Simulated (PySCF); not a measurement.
**PbBr: mean field, correlation and small terms against distance**

State: ²Π, doublet, unpaired electrons π ↑. ROHF-based CCSD(T) in PySCF 2.14 with Pb cc-pwCVDZ-PP with ECP60, Br aug-cc-pVDZ-PP with ECP10 and Pb cc-pwCVTZ-PP with ECP60, Br aug-cc-pVTZ-PP with ECP10 (frozen core orbitals: 13; scalar-relativistic core potentials). Correlation energies are extrapolated as n⁻³ (n = 2, 3), Hartree–Fock as (n+1)·exp(−9√n). All energies in eV from Pb + Br.

| R (Å) | HF/CBS | CCSD corr. | (T) | total |
| --- | --- | --- | --- | --- |
| 2.3079 | -1.582 | -0.978 | -0.1496 | -2.710 |
| 2.4128 | -2.026 | -0.932 | -0.1506 | -3.109 |
| 2.5177 | -2.250 | -0.891 | -0.1517 | -3.293 |
| 2.6226 | -2.322 | -0.855 | -0.1528 | -3.330 |
| 2.7275 | -2.291 | -0.823 | -0.1537 | -3.268 |
| 2.8587 | -2.158 | -0.787 | -0.1548 | -3.099 |
| 2.9898 | -1.962 | -0.755 | -0.1559 | -2.873 |

A fit to the total gives Re = 2.6027 Å, De = 3.332 eV, ωe = 214.6 cm⁻¹, Be = 0.04350 cm⁻¹ (masses 207.9766 and 78.9183 u).

At R = 2.6226 Å the CCSD correlation energy is -0.467164 hartree in the smaller basis and -0.638098 in the larger. Extrapolate it.

(3³·E3 − 2³·E2)/(3³ − 2³) = -0.71007 hartree; the larger basis holds 89.9 % of it.

The T1 diagnostic is 0.016. The state was picked by a PBE0 search and need not be the measured ground state. Spin–orbit coupling, excitations beyond (T) and corrections to the Born–Oppenheimer picture are left out, and spin–orbit coupling matters for open p, d or f shells this heavy.
